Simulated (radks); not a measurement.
Values are calculated unless marked as measured or tabulated.
Initial-state core-level shifts of the europium ion Eu2+ when its valence configuration changes from [Xe] 4f7. Code: a radial shooting solver on a logarithmic mesh with Libxc functionals. Model: scalar-relativistic Kohn-Sham, PBE, spin-polarised, spherical densities, finite nucleus; open shells are filled with parallel spins first (spin-orbit coupling, left out, can overturn this in heavy ions); Fermi nuclear charge, rms radius 5.1115 fm. Shifts are changes of the shell-averaged eigenvalues in eV (positive: less bound); the change of the density at the nucleus, which sets a Mossbauer isomer shift, is in e/bohr^3, on a base of 6.057e+05.

valence,2s,2p,3d,4d,density at nucleus
4f5 5d2,-15.662,-15.457,-17.526,-15.436,+58.63
4f5 6s2,-21.882,-21.673,-23.609,-21.482,+165.33
4f5 6p2,-24.020,-23.805,-25.753,-23.609,+70.67
4f5 5d1 6p1,-19.801,-19.592,-21.609,-19.501,+63.86
4f6 6p1,-11.246,-11.152,-12.013,-11.188,+31.41
4f4 6s2 6p1,-36.106,-35.754,-38.966,-34.999,+225.82
4f5 5d1 6s1,-18.652,-18.444,-20.459,-18.349,+110.31
4f4 5d0.5 6s1.5 6p1,-34.288,-33.937,-37.195,-33.272,+191.70
4f3 5d4,-34.708,-34.214,-39.138,-33.260,+134.58
